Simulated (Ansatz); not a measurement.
`S[CH2][GeH3]`, relaxed with RKS PBE-D4/def2-SVP in Ansatz 0.2.0 from a rough embedded geometry. The force threshold is 0.03 eV/Å; the program also tests the step.

Total charge 0; spin multiplicity 1.

Start:

```xyz
9

S    -0.763    1.824    0.334
C    -0.909    0.132   -0.106
Ge    0.873   -0.594   -0.286
H    -0.262    1.538    1.578
H    -1.460    0.027   -1.053
H    -1.477   -0.415    0.675
H     0.750   -2.141   -0.710
H     1.606   -0.525    1.025
H     1.641    0.155   -1.457
```

Q: By how much does the energy fall, and how many steps does the optimiser take? (Estimate.)

A: Computed: 20.77 kJ/mol, in 5 steps, 1 of them rejected.

Q: Which bonds change most? (An estimate is asked.)

A: Ansatz gave: S1–C2 from 1.755 to 1.832 Å; Ge3–H7 from 1.609 to 1.556 Å; Ge3–H8 from 1.504 to 1.553 Å; C2–Ge3 from 1.933 to 1.980 Å.

Q: Give the relaxed structure. (Best estimate.)

A: The calculation gave: 
```xyz
9

S    -0.875    1.866    0.424
C    -0.923    0.109   -0.093
Ge    0.884   -0.667   -0.326
H    -0.188    1.669    1.587
H    -1.441    0.107   -1.073
H    -1.538   -0.499    0.601
H     0.796   -2.175   -0.698
H     1.651   -0.516    1.015
H     1.635    0.107   -1.438
```
